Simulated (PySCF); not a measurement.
A species of formula C2H10OSi2 has this rotational fingerprint, computed with PBE0-D3(BJ)/def2-SVP geometry optimisation, gas phase (PySCF):

| Quantity | Value |
| --- | --- |
| Rotational constants | A = 2980, B = 2451, C = 1457 MHz |
| Dipole components | \|μa\| = 0.91 D, \|μb\| = 0.29 D, \|μc\| = 1.23 D |
| Inertial defect | -28.89 u·Å² |
| κ | 0.31 |

Question: Which candidate fits, each taken in the one conformer that was computed?
A. `[CH3:1][SiH2:2][O:3][SiH2:4][CH3:5]` with C1–Si2–O3–Si4 -27°, Si2–O3–Si4–C5 52°
B. `[CH3:1][O:2][CH:3]([SiH3:4])[SiH3:5]` with C1–O2–C3–Si4 147°
C. `[CH3:1][SiH:2]([CH3:3])[SiH2:4][OH:5]` with C1–Si2–Si4–O5 60°, Si2–Si4–O5–H 180°
D. `[CH3:1][SiH2:2][O:3][CH2:4][SiH3:5]` with C1–Si2–O3–C4 -178°, Si2–O3–C4–Si5 179°
E. `[CH3:1][CH2:2][SiH2:3][O:4][SiH3:5]` with C1–C2–Si3–O4 59°, C2–Si3–O4–Si5 48°

Answer: B. It is COC([SiH3])[SiH3], an asymmetric top, point group C1. The candidates at the same level (rigid rotor, commonest isotopes):

```csv
SMILES,A (MHz),B (MHz),C (MHz),μa (D),μb (D),μc (D),Δ (u·Å²),point group,rotor
COC([SiH3])[SiH3],2980,2451,1457,0.91,0.29,1.23,-28.89,C1,asymmetric top
CC[SiH2]O[SiH3],4628,1687,1368,0.72,0.64,0.61,-39.44,C1,asymmetric top
C[SiH2]O[SiH2]C,4991,1733,1374,0.03,1.68,0.12,-24.94,C1,asymmetric top
C[SiH2]OC[SiH3],9308,1129,1045,0.70,0.53,0.03,-18.27,–,near-prolate asymmetric top
C[SiH](C)[SiH2]O,3789,1825,1632,0.53,0.00,0.43,-100.50,Cs,asymmetric top
```

`C[SiH](C)[SiH2]O` has A 27 % too high; `C[SiH2]O[SiH2]C` has A 67 % too high; `CC[SiH2]O[SiH3]` has A 55 % too high; `C[SiH2]OC[SiH3]` has A 212 % too high. No structure here is proved a minimum.
